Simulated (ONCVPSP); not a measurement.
**Reading a pseudo-wave (Os)**

Columns: radius, all-electron u(r) and pseudo u(r) of the 5d shell (level -14.18 eV) of osmium in the configuration [Kr] 4d10 4f14 5s2 5p6 5d6 6s1; PBEsol, scalar-relativistic, ONCV scheme, ONCVPSP 4.0.1.

```json
{"r (bohr)": "0.123", "all-electron": "0.2441", "pseudo": "0.0025"}
{"r (bohr)": "0.245", "all-electron": "-0.1568", "pseudo": "0.0193"}
{"r (bohr)": "0.368", "all-electron": "-0.3770", "pseudo": "0.0617"}
{"r (bohr)": "0.490", "all-electron": "-0.2451", "pseudo": "0.1341"}
{"r (bohr)": "0.613", "all-electron": "0.0272", "pseudo": "0.2361"}
{"r (bohr)": "0.735", "all-electron": "0.2964", "pseudo": "0.3580"}
{"r (bohr)": "0.858", "all-electron": "0.5132", "pseudo": "0.4892"}
{"r (bohr)": "0.980", "all-electron": "0.6639", "pseudo": "0.6134"}
{"r (bohr)": "1.103", "all-electron": "0.7580", "pseudo": "0.7191"}
{"r (bohr)": "1.225", "all-electron": "0.8059", "pseudo": "0.7952"}
{"r (bohr)": "1.348", "all-electron": "0.8204", "pseudo": "0.8383"}
{"r (bohr)": "1.470", "all-electron": "0.8112", "pseudo": "0.8484"}
{"r (bohr)": "1.593", "all-electron": "0.7861", "pseudo": "0.8307"}
{"r (bohr)": "1.715", "all-electron": "0.7511", "pseudo": "0.7928"}
{"r (bohr)": "1.838", "all-electron": "0.7098", "pseudo": "0.7422"}
{"r (bohr)": "1.960", "all-electron": "0.6658", "pseudo": "0.6868"}
{"r (bohr)": "2.083", "all-electron": "0.6203", "pseudo": "0.6311"}
{"r (bohr)": "2.205", "all-electron": "0.5755", "pseudo": "0.5794"}
{"r (bohr)": "2.328", "all-electron": "0.5315", "pseudo": "0.5320"}
{"r (bohr)": "2.450", "all-electron": "0.4895", "pseudo": "0.4895"}
{"r (bohr)": "2.573", "all-electron": "0.4493", "pseudo": "0.4493"}
{"r (bohr)": "2.695", "all-electron": "0.4117", "pseudo": "0.4116"}
{"r (bohr)": "2.818", "all-electron": "0.3761", "pseudo": "0.3761"}
{"r (bohr)": "2.940", "all-electron": "0.3432", "pseudo": "0.3432"}
{"r (bohr)": "3.063", "all-electron": "0.3124", "pseudo": "0.3124"}
{"r (bohr)": "3.185", "all-electron": "0.2841", "pseudo": "0.2841"}
```

(1) How many radial nodes do the two functions have?

(2) At about which radius was the pseudo-wave matched?

(3) Is the pseudo-wave norm-conserving?

## Answers

(1) The all-electron 5d function has n − l − 1 = 2; the pseudo-wave has 0, since the states of the same l below it are removed with the core.

(2) 2.45 bohr, where the columns begin to agree (steps of 0.12 bohr).

(3) Yes: the ONCV scheme keeps the norm inside the radius equal to the all-electron one, which fixes the energy derivative of the logarithmic derivative at the level.
